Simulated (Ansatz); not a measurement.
Harmonic frequencies (cm⁻¹) at PBE0-D4/def2-TZVP from Ansatz: 84, 123, 148, 260, 420, 553, 579, 622, 649, 696, 795, 854, 1063, 1151, 1169, 1265, 1351, 1448, 1450, 2181, 3068, 3087, 3159, 3172.

(1) Which molecule is it?
A. `[CH3][Ge@H]1[O][C@@H]1F`
B. `C[C](=O)[GeH2][F]`
C. `F[CH2][GeH]1[CH2][O]1`
D. `O/C(F)=[CH]\[GeH3]`

Answers

(1) A.
